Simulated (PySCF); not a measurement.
Task: What does the PBE0-D3(BJ)/def2-SVP structure of `C/C=C/SC(C)(C)C` look like in three dimensions?

Result: 
```
atom  x, y, z in Å
C1     3.7506    0.1780   -0.4580
C2     2.5522   -0.2174    0.3370
C3     1.3643    0.4000    0.2824
S4     0.0456    0.0169    1.3740
C5    -1.4153   -0.0782    0.2364
C6    -2.5742   -0.4575    1.1545
C7    -1.1816   -1.1575   -0.8130
C8    -1.6765    1.2761   -0.4125
H9     3.5276    1.0052   -1.1480
H10    4.1335   -0.6717   -1.0477
H11    4.5769    0.4985    0.1993
H12    2.6650   -1.0627    1.0271
H13    1.2182    1.2471   -0.3999
H14   -2.3940   -1.4275    1.6424
H15   -2.7257    0.3004    1.9383
H16   -3.5041   -0.5351    0.5688
H17   -0.9819   -2.1294   -0.3383
H18   -0.3213   -0.9116   -1.4535
H19   -2.0703   -1.2591   -1.4585
H20   -2.5829    1.2236   -1.0388
H21   -1.8250    2.0564    0.3480
H22   -0.8469    1.5837   -1.0662
```

Any rigid rotation of these coordinates is as good. Atoms count from 1 in this order. Of the pairs four or more bonds apart, H13···H22 is among the closest relative to their van der Waals radii: 2.20 Å, 91 % of the sum of Bondi's values. The 2 C–S bonds span 1.754 Å (C3–S4, drawn single) to 1.854 Å (S4–C5, drawn single), a spread of 0.100 Å. The C–C distances run from 1.340 Å (C2=C3, drawn double) to 1.526 Å (C5–C6, drawn single), a spread of 0.186 Å.

Bonds between heavy atoms (Å): C1–C2 1.491, C2=C3 1.340, C3–S4 1.754, S4–C5 1.854, C5–C6 1.526, C5–C7 1.523, C5–C8 1.524.

Theory: PySCF 2.14.0, PBE0-D3(BJ)/def2-SVP geometry optimisation, gas phase.

Point group: C1 (no symmetry element, even within 0.4 Å). No frequency check. The numbers are those of one conformer (C2–C3–S4–C5 -135°).
